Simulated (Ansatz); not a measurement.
Ansatz (a first-principles code) job for GeH2I2, SMILES [I][GeH2][I], PBE/def2-SVPD. Geometry optimised at B3LYP-D3(BJ)/def2-SVP. The def2 effective core potentials stand for the cores of I; spin–orbit coupling is left out.

Ansatz 0.2 input:
```yaml
crystal:
  periodic: [false, false, false]
  atoms:
    - {symbol: Ge, position_ang: [0.00000000, 0.00000000, 1.07897974]}
    - {symbol: I, position_ang: [2.08670943, 0.00000000, -0.36199188]}
    - {symbol: I, position_ang: [-2.08670943, 0.00000000, -0.36199188]}
    - {symbol: H, position_ang: [0.00000000, 1.28501173, 1.92189406]}
    - {symbol: H, position_ang: [0.00000000, -1.28501173, 1.92189406]}
basis:
  gaussian:
    orbitals: def2-SVPD
hamiltonian:
  xc: {name: PBE}
```

It prints:

```
WARN ansatz: RAYON_NUM_THREADS=1 ignored (pool sized by the plan → 1); use --threads N
Functional definition: PBE
integrals: 0.08 GiB planned
1299 factors; their error is unknown
mean field: 0.41 GiB planned
mean field evaluation 1: about -72737.3856 eV, gradient 2.2e1 eV
mean field evaluation 2: about -72737.4433 eV, gradient 2.5e1 eV
mean field evaluation 4: about -72738.0820 eV, gradient 1.6e0 eV
mean field evaluation 8: about -72738.0655 eV, gradient 1.2e-2 eV
mean field -72738.06554922 eV, -2673.0746053021 hartree, gradient 2.9e-5 eV, S^2 0.000000; 0 other end points of the search recorded, 0 dependent functions left out
reference -72738.06561636 eV, -2673.0746077694 hartree; 42, 42 occupied and 82, 82 virtual orbitals, 1299 factors
Total energy: -72738.06561636 eV, -2673.0746077694 hartree
```

The calculation finished and met its thresholds.

Cost: around 4 core-seconds (rough).
